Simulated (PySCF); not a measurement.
# Polarisability and C₆ of Rh (rhodium, neutral)

[Kr] 4d8 5s1, high-spin 4F determinant. Computed with PySCF 2.14 in aug-cc-pwCVTZ-DK (11s10p8d4f3g, 136 functions), with the spin-free X2C one-electron Hamiltonian (Gaussian nucleus). Coupled (time-dependent) response in atomic units; α is the mean over directions.

```tsv
method	mean α (bohr³)	C₆ (like pair)	S(−4)
PBE0	58.20	502.9	2426
```

S(−4) is the Cauchy moment in α(ω) = α(0) + S(−4) ω² + …

Reference α: 66 ± 10 bohr³ (recommended; Schwerdtfeger and Nagle, table of static dipole polarizabilities (2023 update)). Published C₆: 708.0 (Gould and Bucko (2016)).

Spin-orbit coupling is absent.

α(iu) at PBE0:

| u (hartree) | α(iu) (bohr³) |
| --- | --- |
| 0 | 58.20 |
| 0.0500 | 52.86 |
| 0.100 | 42.36 |
| 0.200 | 26.36 |
| 0.300 | 18.26 |
| 0.500 | 11.20 |
| 0.750 | 7.487 |
| 1.00 | 5.495 |
| 1.50 | 3.381 |
| 2.00 | 2.305 |
| 3.00 | 1.271 |
| 5.00 | 0.5566 |

A single London oscillator, α(iu) = α/(1 + u²/ω²), gives C₆ = (3/4) ω α². Matching the computed C₆ needs ω = 4 × 502.9 / (3 × 58.20²) = 0.198 hartree.
